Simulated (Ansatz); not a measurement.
## Nudged elastic band run: AsH3

Input file:

```yaml
crystal:
  periodic: [false, false, false]
  atoms:
    - { symbol: As, position_ang: [-0.216121, 0.488389, -0.34654] }
    - { symbol: H, position_ang: [0.350695, 0.631936, 1.061762] }
    - { symbol: H, position_ang: [-1.070554, -0.706978, 0.061151] }
    - { symbol: H, position_ang: [0.93598, -0.413336, -0.776373] }
basis:
  gaussian: { orbitals: def2-SVP }
hamiltonian:
  xc: pbe0
  dispersion: d4
neb:
  order_check: false
  images: 9
  f_tol: 0.05
  max_iterations: 60
  final_atoms:
    - { symbol: As, position_ang: [0.21611195, -0.48838599, 0.34654057] }
    - { symbol: H, position_ang: [0.20661758, 0.9575264, 0.83073578] }
    - { symbol: H, position_ang: [-1.2146328, -0.38138296, -0.16987794] }
    - { symbol: H, position_ang: [0.79190327, -0.08774645, -1.00739842] }
  initial_path:
    images:
      - { positions_ang: [[-0.216121, 0.488389, -0.34654], [0.350695, 0.631936, 1.061762], [-1.070554, -0.706978, 0.061151], [0.93598, -0.413336, -0.776373]] }
      - { positions_ang: [[-0.22931403, 0.41613467, -0.23085223], [0.42145218, 0.71205736, 1.02944896], [-1.10288477, -0.72452429, -0.04434649], [0.91074663, -0.40365674, -0.75425024]] }
      - { positions_ang: [[-0.24250706, 0.34388034, -0.11516446], [0.49220936, 0.79217872, 0.99713592], [-1.13521555, -0.74207058, -0.14984399], [0.88551325, -0.39397747, -0.73212748]] }
      - { positions_ang: [[-0.2557001, 0.27162601, 0.00052331], [0.56296654, 0.87230007, 0.96482289], [-1.16754632, -0.75961687, -0.25534148], [0.86027988, -0.38429821, -0.71000472]] }
      - { positions_ang: [[-0.26889313, 0.19937168, 0.11621109], [0.63372372, 0.95242143, 0.93250985], [-1.1998771, -0.77716316, -0.36083898], [0.83504651, -0.37461895, -0.68788196]] }
      - { positions_ang: [[-0.28208616, 0.12711734, 0.23189886], [0.7044809, 1.03254279, 0.90019681], [-1.23220787, -0.79470945, -0.46633647], [0.80981313, -0.36493969, -0.6657592]] }
      - { positions_ang: [[-0.18244654, 0.00401668, 0.2548272], [0.60490823, 1.01753951, 0.88630461], [-1.22869286, -0.71204415, -0.40704476], [0.80623116, -0.30950104, -0.73408704]] }
      - { positions_ang: [[-0.08280691, -0.11908399, 0.27775554], [0.50533557, 1.00253623, 0.8724124], [-1.22517784, -0.62937885, -0.34775306], [0.80264919, -0.25406239, -0.80241489]] }
      - { positions_ang: [[0.01683271, -0.24218466, 0.30068389], [0.4057629, 0.98753295, 0.85852019], [-1.22166283, -0.54671355, -0.28846135], [0.79906722, -0.19862374, -0.87074273]] }
      - { positions_ang: [[0.11647233, -0.36528532, 0.32361223], [0.30619024, 0.97252968, 0.84462799], [-1.21814782, -0.46404826, -0.22916964], [0.79548524, -0.14318509, -0.93907057]] }
      - { positions_ang: [[0.21611195, -0.48838599, 0.34654057], [0.20661758, 0.9575264, 0.83073578], [-1.2146328, -0.38138296, -0.16987794], [0.79190327, -0.08774645, -1.00739842]] }
```

Command:

```bash
$ ansatz run input.yaml --threads 1 --pin off --max-ram 2048MiB --backend cpu --events-out ev --progress --plain --runs-dir out
```

Output, in part (warnings, iteration lines, the closing report on the highest movable image, with atoms numbered from 0):

```
NEB end point (image 0): max|allowed force component| = 2.398e-4 eV/Å (the criterion of neb.relax_end_points is 1.000e-2)
NEB end point (image 10): max|allowed force component| = 5.548e-4 eV/Å (the criterion of neb.relax_end_points is 1.000e-2)
NEB iter   1: max|band force component| = 2.843e0 eV/Å  barrier→ = 3.2416 eV  barrier← = 3.2416 eV  Δτ_max = 0.2000 Å  (235 SCF iters)
NEB iter   2: max|band force component| = 1.600e0 eV/Å  barrier→ = 2.2253 eV  barrier← = 2.2253 eV  Δτ_max = 0.2000 Å  (218 SCF iters)
NEB iter   3: max|band force component| = 4.787e-1 eV/Å  barrier→ = 1.7684 eV  barrier← = 1.7684 eV  CI = image 5  Δτ_max = 0.0426 Å  (197 SCF iters)
NEB iter   4: max|band force component| = 1.161e-1 eV/Å  barrier→ = 1.7609 eV  barrier← = 1.7609 eV  CI = image 5  Δτ_max = 0.0065 Å  (192 SCF iters)
NEB iter   5: max|band force component| = 4.182e-2 eV/Å  barrier→ = 1.7601 eV  barrier← = 1.7601 eV  CI = image 5  Δτ_max = 0.0000 Å  (354 SCF iters)
Total energy: -60873.06036469 eV, -2237.0437071603 hartree
Atom 0 at    -0.000011    -0.000060     0.000019 Å, force     0.012677    -0.005305    -0.008620 eV/Å
Atom 1 at     0.287764     1.014413     1.023301 Å, force     0.010246     0.031270     0.030583 eV/Å
Atom 2 at    -1.360205    -0.538514    -0.137418 Å, force    -0.041941    -0.017585    -0.005819 eV/Å
Atom 3 at     1.072451    -0.475828    -0.885903 Å, force     0.019018    -0.008381    -0.016145 eV/Å
Dipole moment:     0.000051     0.000005    -0.000110 e Å
```

It converged. A vibrational analysis at the climbing image gives one clearly imaginary mode, 1112i cm⁻¹: a first-order saddle point.

Final band (atoms are numbered from 1 in the order of the input):

```csv
image,path coordinate (Å),energy (eV),height of As1 over the plane of its neighbours (Å)
0,0.00,0.00,-0.85
1,0.17,0.10,-0.73
2,0.34,0.41,-0.58
3,0.52,0.95,-0.39
4,0.69,1.52,-0.20
5,0.86,1.76,0.00
6,1.03,1.51,0.20
7,1.21,0.95,0.39
8,1.38,0.41,0.58
9,1.55,0.10,0.73
10,1.72,0.00,0.85
```

The run took 38 s on 1 thread of Arm Neoverse V2, on a shared host, peak memory 0.09 GiB.
